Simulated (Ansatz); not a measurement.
Total energies of C5H9CuN2O, SMILES `Cn1ccn(C)[c+]1[Cu-][OH]`.

Cartesian coordinates in Å:
```
C 0.526 -1.136 2.098
N 0.444 -0.070 1.128
C 0.876 1.216 1.343
C 0.631 1.898 0.204
N 0.058 1.006 -0.670
C -0.360 1.329 -2.013
C -0.067 -0.221 -0.116
Cu -0.784 -1.771 -0.886
O -1.361 -3.290 -1.643
H -0.036 -0.877 2.997
H 1.567 -1.330 2.365
H 0.097 -2.031 1.650
H 1.315 1.535 2.273
H 0.814 2.928 -0.051
H -0.756 0.422 -2.467
H 0.487 1.686 -2.601
H -1.138 2.095 -1.997
H -2.314 -3.388 -1.615
```

Charge 0, multiplicity 1. For Cu the d shell is correlated and the shells below it are frozen. Scalar relativity is left out up to krypton. All single points use the PBE0-D4/def2-TZVP geometry. It is one conformer, not always the lowest. Basis def2-TZVPP, the Gaussian-basis code of Ansatz.

RPA on PBE orbitals: Hartree–Fock energy of these orbitals -2017.27092 Eh, correlation -2.99231 Eh (frozen core).

```tsv
functional	energy without D4 (Eh)	D4 term (kJ/mol)
PBE	-2020.68053	-48.8
revPBE	-2021.16840	-152.9
BLYP	-2021.34472	-106.5
r2SCAN	-2021.16002	-13.1
B97M-V	-2021.00573	–
PBE0	-2020.68941	-41.6
B3LYP	-2021.43126	-77.8
r2SCANh	-2021.11338	-13.8
r2SCAN0	-2021.04710	-15.1
HSE06 (plane-wave form)	-2020.66615	-38.8
BHLYP	-2021.07337	-57.4
CAM-B3LYP	-2021.30105	-42.2
ωB97X-V	-2021.10072	–
ωB97M-V	-2021.13839	–
```

(1) Give the same for LDA (SPW92), LC-ωPBE, B2PLYP, PBE-QIDH. (An estimate is asked.)

B3LYP takes the VWN-RPA correlation (the form of Gaussian; ORCA's B3LYP/G). HSE06 is the plane-wave form, built on full-range PBE exchange. The double hybrids freeze the cores in their second-order part.

Answers

(1) Ansatz gave: 
```tsv
functional	energy without D4 (Eh)	D4 term (kJ/mol)
LDA (SPW92)	-2015.41796	–
LC-ωPBE	-2020.92447	–
B2PLYP	-2020.79469	–
PBE-QIDH	-2020.37909	–
```

LC-ωPBE has ω = 0.4 bohr⁻¹.
